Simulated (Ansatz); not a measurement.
Gas-phase electronic energies from Ansatz, PBE0-D4/def2-TZVP geometries. CCSD(T)/CBS adds triple-zeta CCSD(T) − MP2 to the extrapolated MP2 energy (def2 sets, frozen cores). DFT in def2-TZVPP. B3LYP here is the variant with VWN-RPA as its local correlation; programs differ in this. One conformer a species, not always the lowest.

Reaction (formal exchange of groups at the Al–C bond): `C[CH2][Al]([CH3])[F]` + `OC(F)(F)N[SiH3]` → `[CH3][Al]([F])[NH][SiH3]` + `CCC(O)(F)F`

`C[CH2][Al]([CH3])[F]`:

Cartesian coordinates in Å:
```
C -0.313 1.557 0.835
C -1.254 0.501 0.253
Al -0.380 -1.043 -0.561
C 1.540 -1.314 -0.695
F -1.372 -2.218 -1.184
H -0.859 2.397 1.275
H 0.353 1.972 0.073
H 0.326 1.144 1.620
H -1.939 0.132 1.026
H -1.913 0.950 -0.501
H 1.794 -2.230 -1.234
H 1.997 -1.372 0.299
H 2.022 -0.475 -1.206
```

`OC(F)(F)N[SiH3]`:

Z-matrix (Å, degrees):
```
C
F 1 1.364
F 1 1.378 2 103.4
O 1 1.355 2 111.5 3 -116.0
N 1 1.385 2 108.8 3 120.7
H 4 0.964 1 108.3 2 73.3
Si 5 1.737 1 125.6 2 -21.5
H 5 1.006 1 113.3 2 162.5
H 7 1.483 5 111.6 1 -53.5
H 7 1.483 5 112.1 1 69.0
H 7 1.484 5 104.0 1 -172.4
```

`[CH3][Al]([F])[NH][SiH3]`:

Cartesian coordinates in Å:
```
C 0.461 2.016 -0.385
Al -0.528 0.505 -1.072
F -1.399 0.652 -2.472
N -0.601 -1.102 -0.317
Si 0.137 -1.698 1.122
H 1.209 2.351 -1.110
H -0.204 2.865 -0.202
H 0.977 1.781 0.549
H -1.164 -1.784 -0.811
H 1.061 -2.835 0.858
H -0.865 -2.169 2.119
H 0.916 -0.582 1.721
```

`CCC(O)(F)F`:

Z-matrix (Å, degrees):
```
C
C 1 1.517
H 1 1.091 2 111.2
H 1 1.091 2 110.1 3 119.7
H 1 1.091 2 111.2 3 -120.6
C 2 1.505 1 113.1 3 60.3
H 2 1.092 1 111.3 3 -179.5
H 2 1.092 1 111.3 3 -59.9
F 6 1.367 2 111.0 1 57.8
O 6 1.354 2 110.8 1 -180.0
F 6 1.367 2 111.0 1 -57.7
H 10 0.965 6 108.5 2 -180.0
```

```tsv
level	ΔE (kJ/mol)
B3LYP-D4	-127.5
ωB97X-V	-127.0
B2PLYP	-131.8
PBE	-118.4
HF/def2-TZVPP	-136.5
CCSD(T)/def2-TZVPP	-134.4
HF/def2-QZVPP	-137.6
SCS-MP2/def2-QZVPP	-138.4
```

(1) What does CCSD(T)/CBS give? (Best estimate.)

Largest T1 diagnostic among the species: 0.011.

Answers

(1) Computed: -136.3 kJ/mol. The listed levels differ from it by 8.8, 9.3, 4.5, 17.9, -0.2, 1.9, -1.3, -2.1 kJ/mol.

From PBE to PBE0 (25 % exact exchange), in def2-TZVPP and without D4, ΔE moves by −4.1 kJ/mol.
